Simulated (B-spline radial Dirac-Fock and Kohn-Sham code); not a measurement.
X-ray scattering factor of Ce

System: the free cerium atom in the configuration [Xe] 4f1 5d2 6s1 (an excited configuration).

Level of theory: relativistic Hartree-Fock (Dirac-Fock) wave functions, averaged over the configuration; a B-spline atomic structure program. f₀ is the Fourier transform of the spherical electron density, S the Waller-Hartree incoherent function, and s = sin θ/λ. The electron scattering factor follows from the Mott-Bethe formula f_e = 0.023934 Å⁻¹·(Z − f₀)/s².

```tsv
s (Å⁻¹)	f₀	S	f_e (Å)
0	58.000	0.000	–
0.05	56.491	1.906	14.447
0.1	53.251	4.791	11.366
0.15	49.706	7.485	8.823
0.2	46.235	10.056	7.039
0.25	42.979	12.474	5.752
0.3	40.037	14.739	4.777
0.35	37.431	16.804	4.019
0.4	35.125	18.630	3.422
0.45	33.057	20.228	2.948
0.5	31.171	21.656	2.569
0.6	27.806	24.222	2.007
0.7	24.906	26.594	1.616
0.8	22.466	28.830	1.329
0.9	20.475	30.920	1.109
1	18.876	32.845	0.936
1.1	17.579	34.583	0.800
1.2	16.490	36.127	0.690
1.4	14.634	38.676	0.530
1.6	12.941	40.685	0.421
1.8	11.334	42.352	0.345
2	9.866	43.795	0.288
2.5	7.140	46.721	0.195
3	5.682	48.930	0.139
3.5	4.904	50.630	0.104
4	4.349	51.963	0.080
5	3.349	53.856	0.052
6	2.504	55.031	0.037
```

f₀ starts at the number of electrons, 58, and has fallen to half at s ≈ 0.56 Å⁻¹. The sum of ⟨r²⟩ over the electrons is 91.15 bohr². It fixes the forward electron scattering factor, f_e(0) = (a₀/3)Σ⟨r²⟩ = 16.079 Å.

Values without a named source are computed, but for edge energies of neutral atoms, which are taken from tables.
